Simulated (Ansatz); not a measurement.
Input file for Ansatz (a program for electronic structure): R-SVWN5/def2-TZVPP on ClGaH2O (SMILES [OH][GaH][Cl]), a point of a torsion scan.

Ansatz 0.2 input:
```yaml
crystal:
  periodic: [false, false, false]
  atoms:
    - {symbol: O, position_ang: [-1.06714198, -0.33504478, 0.09281955]}
    - {symbol: Ga, position_ang: [0.54136112, 0.16317641, -0.07064987]}
    - {symbol: Cl, position_ang: [1.89061701, -1.26264341, -0.74208937]}
    - {symbol: H, position_ang: [-1.96820049, -0.61684739, 0.19229747]}
    - {symbol: H, position_ang: [0.74343224, 1.61954092, 0.30714531]}
basis:
  gaussian:
    orbitals: def2-TZVPP
hamiltonian:
  xc: {name: SVWN5}
scf: {lower_state_search: off}
```

The log:

```
WARN ansatz: RAYON_NUM_THREADS=1 ignored (pool sized by the plan → 1); use --threads N
Functional definition: SVWN5
these checks for a lower state are left out or cut short: stability, starts, cluster_reference, orbital_swaps, neighbouring_geometries, increment
integrals: 0.07 GiB planned
931 factors; their error is unknown
mean field: 0.44 GiB planned
mean field evaluation 1: about -66837.2405 eV, gradient 7.9e1 eV
mean field evaluation 2: about -66720.5702 eV, gradient 2.1e2 eV
mean field evaluation 4: about -66845.4877 eV, gradient 2.3e1 eV
mean field evaluation 8: about -66846.2248 eV, gradient 1.7e-1 eV
mean field evaluation 16: about -66846.2021 eV, gradient 5.3e-5 eV
mean field -66846.20205519 eV, -2456.5526155451 hartree, gradient 2.0e-6 eV, S^2 0.000000; 0 other end points of the search recorded, 0 dependent functions left out
reference -66846.20208898 eV, -2456.5526167868 hartree; 29, 29 occupied and 120, 120 virtual orbitals, 931 factors
Total energy: -66846.20208898 eV, -2456.5526167868 hartree
Checks for a lower state left out: stability, starts, cluster_reference, orbital_swaps, neighbouring_geometries, increment
```

Self-consistency was reached.

Cost: about 1.9 core-seconds (a rough figure).
